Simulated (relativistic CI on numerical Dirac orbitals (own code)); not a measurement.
# Tc2+: 4s photoemission

Computed with this model: Dirac-Coulomb-Breit CI, separate exchange-only KLI orbitals for each configuration, QED by a radiative potential, valence Slater integrals scaled by 0.9, multiplet model of photoemission in the sudden approximation; configurations [Kr] 4d5 → [Ar] 3d10 4s 4p6 4d5; 300 K; Lorentzian 2 eV and Gaussian 0.6 eV FWHM. Energies are those of the free ion, without screening or charge transfer. The energies are binding energies and can lie tens of eV above those of solids. Without intra-shell correlation the exchange splitting of an s hole comes out too large, often by half or more. S is read from ⟨S²⟩ = S(S + 1).

free ion: ground-state S = 2.50, centroid 102.87 eV. Peaks (eV, height): 99.2 (100), 108.0 (71).

Strongest unbroadened transitions for free ion:

```tsv
Energy (eV)	Relative strength
99.14	100.0
103.96	0.0
103.97	0.1
104.35	0.0
108.09	71.0
109.76	0.2
110.12	0.0
110.39	0.1
```
